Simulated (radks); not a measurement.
Q: The tin ion Sn4+, [Kr] 4d10. All-electron calculation, non-relativistic Kohn-Sham, PBE, spin-polarised, spherical densities, point nucleus. Program: a radial shooting solver on a logarithmic mesh with Libxc functionals. Every spin shell is full or empty, so the densities are truly spherical. Functionals are evaluated on that one density, not self-consistently. Rank these exchange functionals by their error against the exact value of the orbitals, and give that value: LDA, PBEsol, revPBE, PW91, PW86, OPTX, WC, AM05, SOGGA, B86b, EV93, APBE, r2SCAN.

A: Exact: -157.791 hartree. From best to worst, with 100 (|E| - |E exact|)/|E exact| (equal figures are ties): B86b -0.06, PW91 -0.06, r2SCAN -0.12, PW86 -0.25, APBE +0.25, EV93 -0.31, revPBE -0.33, WC -0.92, OPTX +1.21, PBEsol -2.32, SOGGA -2.33, AM05 -4.57, LDA -4.92.
